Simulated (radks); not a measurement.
Excited configurations of Li II: one electron is placed in a higher orbital outside 1s1. The ground configuration is [He]. Method: scalar-relativistic Kohn-Sham, r2SCAN, spin-polarised, spherical densities, finite nucleus; open shells are filled with parallel spins first; meta-GGA in the generalised Kohn-Sham scheme; Fermi nuclear charge, rms radius 2.444 fm; computed with a radial shooting solver on a logarithmic mesh with Libxc functionals. Excitation = E - E(ground); binding = E(ion) - E, where the ion is the core of charge +2; n* = 2/sqrt(2 binding) in atomic units, and the quantum defect is n - n*.

2s: excitation (eV) 59.088; binding (eV) 16.606; quantum defect 0.190; eigenvalue (eV) -13.327; <r> (bohr) 2.477
2p: excitation (eV) 61.827; binding (eV) 13.868; quantum defect 0.019; eigenvalue (eV) -10.274; <r> (bohr) 2.394
3p: excitation (eV) 69.301; binding (eV) 6.393; quantum defect 0.082; eigenvalue (eV) -5.054; <r> (bohr) 5.908
4d: excitation (eV) 72.277; binding (eV) 3.417; quantum defect 0.009; eigenvalue (eV) -2.649; <r> (bohr) 10.54
4f: excitation (eV) 72.335; binding (eV) 3.360; quantum defect -0.025; eigenvalue (eV) -2.424; <r> (bohr) 9.165
5s: excitation (eV) 73.281; binding (eV) 2.413; quantum defect 0.251; eigenvalue (eV) -1.977; <r> (bohr) 17.08
5d: excitation (eV) 73.467; binding (eV) 2.228; quantum defect 0.057; eigenvalue (eV) -1.775; <r> (bohr) 17.17

The Delta-SCF ionisation energy is 75.695 eV (NIST Atomic Spectra Database: 75.640 eV, theoretical). Self-interaction in the functional shifts the binding energies and quantum defects, so they are the method's values and not measured ones.
